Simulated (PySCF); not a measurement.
**Diatomics of H with group 9**

PBE0 with triple-zeta basis sets in PySCF, for the lowest determinant that a PBE0 search found; no spin–orbit coupling. De refers to high-spin ground-configuration atoms. A positive dipole means M(−)H(+).

```json
{"M": "Co", "basis": "def2-TZVPP", "state (unpaired electrons)": "triplet (π ↑, δ ↑)", "Re (Å)": "1.531", "ωe (cm⁻¹)": "1811", "De (eV)": "n/a", "μ (D)": "-2.93"}
{"M": "Rh", "basis": "x2c-TZVPPall", "state (unpaired electrons)": "triplet (σ ↑, δ ↑)", "Re (Å)": "1.551", "ωe (cm⁻¹)": "2008", "De (eV)": "2.93", "μ (D)": "-2.20"}
{"M": "Ir", "basis": "def2-TZVPP", "state (unpaired electrons)": "triplet (σ ↑, δ ↑)", "Re (Å)": "1.547", "ωe (cm⁻¹)": "2327", "De (eV)": "n/a", "μ (D)": "-1.45"}
```

The shortest bond is that of CoH (1.531 Å), the longest that of RhH (1.551 Å).

The rows differ in basis set, which adds steps of its own.

The state changes along the series, so neighbouring rows are not always alike in their bonding.

De is left out where the level can put another filling of the metal’s s and d shells below the measured ground configuration, by anything from nothing to about 1 eV. The metal atom is held in its measured ground configuration; semilocal functionals can put another filling of s and d lower by some tenths of an eV, and De to that atom would be smaller. Spin–orbit coupling is left out, which matters for elements this heavy, above all for dissociation energies. The state is the lowest single determinant that the PBE0 search found; with open d or f shells the true ground state can be another one.
